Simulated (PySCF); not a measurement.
Two species compared at the same levels of theory.

First species: C8H10O2S.
Numbering: `[CH3:1][S:2](=[O:3])(=[O:4])[C:5]1=[CH:6][CH2:7][CH:8]=[CH:9][CH:10]=[CH:11]1` (hydrogens: H12, H13, H14 on C1; H15 on C6; H16, H17 on C7; H18 on C8; H19 on C9; H20 on C10; H21 on C11)

Second species: C₆H₁₁F₃NP.
Z-matrix (Å and degrees, GFN2-xTB geometry), rows numbered from 1:
```
C 
C   1  1.4839
C   2  1.3276  1  125.37
P   3  1.7887  2  119.92  1   178.96
C   4  1.8493  3  107.61  2   137.64
N   4  1.5486  3  109.67  2    -0.30
C   6  1.4491  4  128.41  3   176.53
C   4  1.9354  3   99.57  2  -122.80
F   8  1.3443  4  111.13  3  -170.93
F   8  1.3439  4  115.27  3   -49.63
F   8  1.3385  4  109.59  3    70.85
H   1  1.0894  2  109.60  3  -121.42
H   1  1.0873  2  111.55  3    -0.38
H   1  1.0894  2  109.88  3   120.95
H   2  1.0824  1  117.30  3   179.96
H   3  1.0833  2  123.25  1     0.00
H   5  1.0895  4  107.83  3   -73.43
H   5  1.0881  4  111.16  3    47.10
H   5  1.0908  4  109.31  3   168.00
H   7  1.0927  6  112.87  4   -55.71
H   7  1.0923  6  112.32  4    67.30
H   7  1.0905  6  106.37  4  -174.44
```

Levels: PBE0/pcSseg-1 for dipole moment, HOMO energy, LUMO energy and HOMO–LUMO gap; GFN2-xTB for rotational constant A and rotational constant C. Geometries: GFN2-xTB. All species are isolated and taken at one optimised geometry, non-relativistic unless stated. Electronic properties by PySCF.

Dipoles, sizes and rotational constants follow the conformer. The torsions of the flexible species, by atom-mapped SMILES:
- `[CH3:1][S:2](=[O:3])(=[O:4])[C:5]1=[CH:6][CH2:7][CH:8]=[CH:9][CH:10]=[CH:11]1`: C1–S2–C5–C6 108°
- `[CH3:1]/[CH:2]=[CH:3]/[P@:4]([CH3:5])(=[N:6][CH3:7])[C:8]([F:9])([F:10])[F:11]`: C2–C3–P4–C5 138°, C3–P4–C8–F9 -171°

Which of the two has the higher rotational constant A, and by how much?

The first: 1.950 GHz against 1.098 GHz, a difference of 0.852 GHz.

Which has the higher rotational constant C?

The first: 0.617 GHz against 0.588 GHz, a difference of 0.029 GHz.

Which of the two has the higher LUMO energy, and by how much?

The second: -0.59 eV against -1.56 eV, a difference of 0.97 eV.

Which of the two has the higher HOMO–LUMO gap, and by how much?

The second: 5.75 eV against 5.66 eV, a difference of 0.09 eV.

Which has the higher HOMO energy?

The second: -6.34 eV against -7.22 eV, a difference of 0.88 eV.

Which of the two has the higher dipole moment, and by how much?

The first: 5.31 D against 2.93 D, a difference of 2.38 D.

On the first: The dipole equals about 17.7 × 10⁻³⁰ C·m (1 D = 3.33564 × 10⁻³⁰ C·m). A dipole of 5.31 D is allowed in C1, and pure rotational transitions are dipole-allowed.

On the second: In atomic units the dipole is 1.15 e·bohr (1 au = 2.5417 D).
